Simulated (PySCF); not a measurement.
Method: PySCF energies plus ideal-gas RRHO corrections (1 bar). Table values come from the NASA 1993 polynomials. All species are closed-shell singlets. Cs: scalar-relativistic def2 core potential, no spin-orbit coupling. The harmonic model lacks anharmonicity and excited electronic states, which grow with temperature; levels with a mode under 35 cm⁻¹ are left out. The table's entry may be an old estimate for CsF (not checked at source).

Harmonic frequencies at PBE0/def2-TZVP (cm⁻¹): 362. Point group C∞v; S°(298 K) = 243.1 J/mol/K at this level.

Problem. Work out Cp and S° of gaseous CsF at 500, 800, 1200, 1600, 2000 K from these, and set them beside the table.

Solution. 
| T (K) | Cp PBE0/def2-TZVP | Cp table | S° PBE0/def2-TZVP | S° table |
|---|---|---|---|---|
| 500 | 36.7 | 37.0 | 261.9 | 262.1 |
| 800 | 37.1 | 37.6 | 279.2 | 279.6 |
| 1200 | 37.3 | 38.0 | 294.3 | 294.9 |
| 1600 | 37.3 | 38.2 | 305.1 | 305.9 |
| 2000 | 37.4 | 38.5 | 313.4 | 314.5 |
Units J/mol/K.
